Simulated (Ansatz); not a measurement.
Born–Oppenheimer molecular dynamics of ClH3HfO3 (8 atoms, charge 0, multiplicity 1). It starts from a relaxed structure.

Level of theory: RKS CAM-B3LYP-D4/def2-SVP (Ansatz 0.2.0).

| Quantity | Value |
| --- | --- |
| ensemble | NVT, Nosé–Hoover chain |
| time step | 0.5 fs |
| steps asked | 300 |
| set temperature | 300 K |
| thermostat | time constant 300 fs, chain length 1 |
| seed | 662270 |

Frames 10 fs apart, positions in Å, forces in eV/Å.

Velocities at 20 fs (Å/ps):

```
Hf -0.91 -0.20 -0.23
Cl 2.37 1.27 -0.37
O -5.52 0.99 5.66
H 8.29 -1.08 -14.31
O 4.63 -2.95 1.80
H 12.60 -0.50 2.62
O 3.58 0.73 -3.25
H 14.29 12.10 -0.89
```

```xyz
8
Properties=species:S:1:pos:R:3:forces:R:3 time_fs=20 energy_less_start_eV=0.070 T=211
Hf -0.130 -0.161 0.160 0.33 0.32 -0.38
Cl 0.148 0.270 2.507 -0.13 -0.11 -0.26
O 1.669 -0.287 -0.551 -1.24 0.10 0.63
H 2.375 -0.378 -1.170 0.64 -0.07 -0.47
O -1.021 1.359 -0.666 0.28 -0.56 0.29
H -1.299 2.162 -1.108 -0.01 -0.10 0.03
O -1.038 -1.830 -0.207 -0.13 -0.36 0.03
H -1.368 -2.727 -0.379 0.25 0.77 0.12
8
Properties=species:S:1:pos:R:3:forces:R:3 time_fs=30 energy_less_start_eV=0.134 T=130
Hf -0.138 -0.163 0.158 0.19 -0.12 1.32
Cl 0.170 0.281 2.501 -0.16 -0.09 -0.11
O 1.619 -0.279 -0.507 1.95 -0.20 -1.52
H 2.349 -0.368 -1.160 -0.91 0.13 0.97
O -0.974 1.325 -0.647 -0.53 0.81 -0.50
H -1.194 2.145 -1.084 -0.10 0.06 -0.05
O -1.002 -1.815 -0.236 -0.12 0.27 0.11
H -1.280 -2.694 -0.418 -0.34 -0.85 -0.21
8
Properties=species:S:1:pos:R:3:forces:R:3 time_fs=40 energy_less_start_eV=0.147 T=113
Hf -0.145 -0.165 0.162 0.32 -0.23 0.98
Cl 0.188 0.290 2.491 -0.18 -0.09 0.03
O 1.616 -0.274 -0.495 2.14 -0.20 -1.45
H 2.410 -0.354 -1.078 -1.22 0.13 0.98
O -0.955 1.334 -0.654 -0.54 0.74 -0.44
H -1.169 2.152 -1.096 -0.09 0.08 -0.07
O -0.985 -1.826 -0.266 0.00 0.72 0.30
H -1.259 -2.691 -0.493 -0.43 -1.16 -0.33
8
Properties=species:S:1:pos:R:3:forces:R:3 time_fs=50 energy_less_start_eV=0.106 T=165
Hf -0.150 -0.168 0.171 0.72 0.22 -1.08
Cl 0.200 0.296 2.482 -0.21 -0.10 0.09
O 1.655 -0.273 -0.512 -1.00 0.04 0.38
H 2.504 -0.331 -0.935 0.29 -0.01 -0.14
O -0.964 1.382 -0.684 0.14 -0.66 0.40
H -1.213 2.182 -1.145 0.00 -0.06 0.01
O -0.989 -1.859 -0.295 -0.07 0.18 0.19
H -1.298 -2.720 -0.599 0.12 0.40 0.14
8
Properties=species:S:1:pos:R:3:forces:R:3 time_fs=60 energy_less_start_eV=0.201 T=46
Hf -0.152 -0.169 0.175 0.71 0.45 -1.67
Cl 0.207 0.300 2.475 -0.21 -0.10 0.18
O 1.663 -0.272 -0.519 -2.97 0.08 0.97
H 2.551 -0.300 -0.771 1.96 -0.06 -0.59
O -0.968 1.396 -0.693 0.31 -1.01 0.62
H -1.261 2.163 -1.187 0.05 -0.12 0.06
O -0.990 -1.865 -0.307 -0.32 -0.37 -0.12
H -1.341 -2.696 -0.694 0.48 1.14 0.54
8
Properties=species:S:1:pos:R:3:forces:R:3 time_fs=70 energy_less_start_eV=0.097 T=178
Hf -0.149 -0.169 0.170 0.27 0.24 -0.21
Cl 0.209 0.301 2.473 -0.18 -0.08 0.27
O 1.622 -0.270 -0.505 0.02 -0.05 -0.04
H 2.564 -0.262 -0.623 0.38 0.00 -0.13
O -0.956 1.354 -0.669 -0.24 0.04 -0.04
H -1.282 2.078 -1.202 0.02 -0.02 0.03
O -0.987 -1.833 -0.298 -0.45 -0.48 -0.14
H -1.359 -2.606 -0.741 0.18 0.35 0.26
8
Properties=species:S:1:pos:R:3:forces:R:3 time_fs=80 energy_less_start_eV=0.200 T=48
Hf -0.146 -0.167 0.165 0.18 -0.30 1.18
Cl 0.205 0.300 2.479 -0.17 -0.07 0.22
O 1.603 -0.272 -0.497 2.93 0.01 -0.53
H 2.589 -0.220 -0.542 -1.57 -0.09 -0.04
O -0.959 1.314 -0.646 -0.77 1.08 -0.67
H -1.299 2.002 -1.213 -0.05 0.13 -0.04
O -0.999 -1.808 -0.285 -0.04 0.27 0.42
H -1.375 -2.534 -0.739 -0.52 -1.03 -0.54
8
Properties=species:S:1:pos:R:3:forces:R:3 time_fs=90 energy_less_start_eV=0.097 T=181
Hf -0.141 -0.167 0.164 0.50 -0.08 0.05
Cl 0.197 0.296 2.490 -0.20 -0.11 -0.02
O 1.650 -0.277 -0.510 1.34 0.12 -0.07
H 2.629 -0.188 -0.572 -1.39 -0.13 0.01
O -1.001 1.329 -0.657 -0.15 0.09 -0.09
H -1.344 2.007 -1.235 -0.03 0.08 -0.01
O -1.038 -1.814 -0.278 0.33 0.83 0.52
H -1.424 -2.555 -0.710 -0.40 -0.80 -0.39
8
Properties=species:S:1:pos:R:3:forces:R:3 time_fs=100 energy_less_start_eV=0.132 T=138
Hf -0.133 -0.167 0.164 0.39 0.34 -1.11
Cl 0.183 0.290 2.500 -0.21 -0.14 -0.24
O 1.699 -0.281 -0.522 -1.95 -0.03 0.55
H 2.623 -0.174 -0.677 0.73 0.07 -0.17
O -1.054 1.351 -0.676 0.57 -0.95 0.55
H -1.400 2.045 -1.238 0.03 -0.06 0.06
O -1.082 -1.818 -0.266 0.12 0.14 0.04
H -1.484 -2.618 -0.641 0.32 0.63 0.32
8
Properties=species:S:1:pos:R:3:forces:R:3 time_fs=110 energy_less_start_eV=0.105 T=175
Hf -0.123 -0.165 0.159 -0.03 0.46 -0.49
Cl 0.164 0.280 2.505 -0.17 -0.12 -0.26
O 1.688 -0.283 -0.514 -2.51 -0.17 0.79
H 2.557 -0.178 -0.810 1.92 0.19 -0.68
O -1.077 1.323 -0.666 0.48 -0.59 0.34
H -1.435 2.041 -1.190 0.03 -0.09 0.08
O -1.105 -1.784 -0.238 -0.27 -0.82 -0.16
H -1.515 -2.630 -0.519 0.55 1.14 0.38
8
Properties=species:S:1:pos:R:3:forces:R:3 time_fs=120 energy_less_start_eV=0.072 T=219
Hf -0.114 -0.161 0.151 -0.34 0.08 1.26
Cl 0.139 0.267 2.503 -0.11 -0.06 -0.12
O 1.649 -0.282 -0.501 1.07 -0.03 -0.65
H 2.483 -0.216 -0.965 0.04 -0.05 0.03
O -1.074 1.263 -0.637 -0.32 0.80 -0.44
H -1.465 2.001 -1.102 -0.04 0.01 0.00
O -1.115 -1.737 -0.198 -0.31 -0.82 -0.07
H -1.524 -2.584 -0.374 0.01 0.07 -0.01
8
Properties=species:S:1:pos:R:3:forces:R:3 time_fs=130 energy_less_start_eV=0.124 T=156
Hf -0.106 -0.157 0.150 -0.05 -0.36 1.18
Cl 0.112 0.252 2.497 -0.05 -0.01 0.00
O 1.663 -0.283 -0.521 2.18 -0.10 -1.63
H 2.458 -0.301 -1.114 -1.35 0.02 1.10
O -1.087 1.243 -0.629 -0.46 1.01 -0.51
H -1.541 1.984 -1.023 -0.08 0.08 -0.07
O -1.136 -1.727 -0.159 0.50 0.65 0.12
H -1.560 -2.552 -0.255 -0.69 -1.29 -0.19
```

Of the whole run (150 fs, mean temperature of the second half 162 K): The conserved energy stayed within 0.26 meV per atom of its start (net change 0.1 meV per atom), so the integration is sound. The mean temperature of the second half is 46 % below the set value. A run of 0.15 ps of so small a system gives no equilibrium averages.

Run time: 13 min on 2 threads of Intel(R) Xeon(R) 6975P-C (Granite Rapids), with other jobs on the host, peak memory 0.31 GiB.
